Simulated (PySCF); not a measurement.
Computed shifts of a molecule CH5ClF2Si2, HF/pcSseg-1 in PySCF, GIAO, gas phase, equivalent atoms averaged, in ppm (number of nuclei): ¹³C: 0.4 (1). ²⁹Si: 11.0 (1), -31.5 (1). ¹⁹F: -121.0 (1), -124.6 (1). ¹H: 4.95 (1), 4.82 (1), 0.94 (3). References: ¹³C against TMS (σ = 192.6 ppm); ²⁹Si against TMS (σ = 393.8 ppm); ¹⁹F against CFCl3 (σ = 238.5 ppm); ³⁵Cl against HCl (σ = 958.2 ppm); ¹H against TMS (σ = 31.99 ppm), references at their B3LYP-D3(BJ)/def2-TZVP geometries, non-relativistic (without spin–orbit terms, shifts of atoms bonded to Cl or Br come out too high). The structure is a stationary point at B3LYP-D3(BJ)/def2-SVP. The values are those of a single conformer.

Task: Pick the molecule that these values belong to.
(A) FC[Si@H](F)[SiH2]Cl
(B) FC[Si@](F)([SiH3])Cl
(C) C[Si](F)(F)[SiH2]Cl
(D) FC[SiH2][Si@H](F)Cl

Result: C, C[Si](F)(F)[SiH2]Cl
